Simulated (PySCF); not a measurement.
Species: C5H16BN.
SMILES: `CCC(C)(C)[BH2-][NH3+]`

Vertical excitations from PySCF (density fitting, frozen core in the response, grid level 2 and gas phase unless stated; continuum runs use non-equilibrium linear response for the excitations) on a GFN2-xTB geometry. Reference run:

| settings | S1, eV (f) | S2, eV (f) | S3, eV (f) | S4, eV (f) | S5, eV (f) | S6, eV (f) | T1, eV (Tamm–Dancoff) | mean α (au) |
| --- | --- | --- | --- | --- | --- | --- | --- | --- |
| PBE0/def2-SVPD, full TDDFT, 6 singlets | 5.74 (0.005) | 6.30 (0.007) | 7.12 (0.015) | 7.14 (0.001) | 7.16 (0.005) | 7.34 (0.002) | 5.67 | 89.1 |

What do these settings give: PBE0/cc-pVDZ, start guess huckel, level shift 0.3 Eh, full TDDFT, 6 singlets?

```tsv
settings	S1, eV (f)	S2, eV (f)	S3, eV (f)	S4, eV (f)	S5, eV (f)	S6, eV (f)	T1, eV (Tamm–Dancoff)	mean α (au)
PBE0/cc-pVDZ, start guess huckel, level shift 0.3 Eh, full TDDFT, 6 singlets	6.25 (0.003)	6.83 (0.002)	7.67 (0.003)	7.84 (0.001)	7.86 (0.003)	7.97 (0.015)	–	80.0
```

S1 moves by +0.51 eV. States are counted by energy in each run and needn't keep their character from row to row.

Give the leading configurations of S1 (H = HOMO, L = LUMO) and the HOMO–LUMO gap of each run.

```tsv
settings	S1 configurations (weight)	S1 (eV)	orbital gap (eV)	S1 − gap (eV)
PBE0/def2-SVPD, full TDDFT, 6 singlets	H→L 0.99	5.74	6.79	-1.05
PBE0/cc-pVDZ, start guess huckel, level shift 0.3 Eh, full TDDFT, 6 singlets	H→L 1.00	6.25	7.43	-1.18
```

Conformer computed: `[CH3:1][CH2:2][C:3]([CH3:4])([CH3:5])[BH2-:6][NH3+:7]`: C1–C2–C3–C4 180°, C2–C3–B6–N7 52°.

One conformer stands for the species.
